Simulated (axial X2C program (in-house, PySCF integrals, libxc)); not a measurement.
**What spin–orbit coupling does to BaSc**

Computed with an in-house all-electron X2C program for linear molecules (integrals from PySCF). Spin-free means the one-electron spin-free X2C Hamiltonian; two-component (2c) means X2C with spin–orbit coupling and atomic mean-field two-electron Coulomb terms, the Gaunt term switched off, so the difference of the two also holds small scalar two-electron terms. Basis: Ba dyall-v2z [12s13p8d], Sc dyall-v2z [8s8p5d2f] (cores contracted in-house); Gaussian nuclei, density fitting, unrestricted open shells. Masses: Ba 137.905 u, Sc 44.956 u.

Spin-free state: M_S = 1/2, Λ = 0 (beyond evenly filled blocks: σβ, π+α, π-α); fragments Ba + Sc.

| level | Re (Å) | ωe (cm⁻¹) | De (eV) | μ (D) |
| --- | --- | --- | --- | --- |
| PBE0 | 3.288 | 148.0 | 0.451 | -1.31 |
| HF | 3.403 | 149.2 | -0.418 | -1.53 |

Dipoles are positive if Sc is the positive end.

Two-component determinant lowest at the distance of the search:

Ω = 1/2 (⟨Sz⟩ = 0.50, ⟨Lz⟩ = 0.00 at PBE0); fragments Ba + Sc.

```
level  Re (Å)  ωe (cm⁻¹)  μ (D)
 PBE0   3.287      148.1  -1.30
   HF   3.403      149.3  -1.53
```

**Question.** From the two tables, how do the constants change at the PBE0 level (2c against spin-free)?

**Answer.** At the PBE0 level Re falls by 0.001 Å and ωe doesn't move by more than 0.2 cm⁻¹.

Occupations by symmetry block were frozen at the best pattern of an incomplete PBE0 search. De is counted from the lowest determinant-based energies of the atoms at the same level, without counterpoise correction. De is not given where an atomic determinant may have missed its ground term or J level, or where the truncated virtual space spoils (T). Density functionals use the spin component along the axis (collinear). Other states lie close and PBE0, whose exact exchange favours high spin, may order them wrongly; the determinant shown need not be the ground state. The nearest other spin-free determinant of the search, M_S = 3/2, Λ = 0, lies 0.03 eV up at the distance of the search. The functionals have no current-density term, which raises determinants with orbital currents, atoms included. With several unpaired electrons one determinant need not be a pure state. The determinant is spin-polarised beyond a pure state at some levels (its spin-free form has ⟨S²⟩ too high), which makes Re and μ there less reliable.
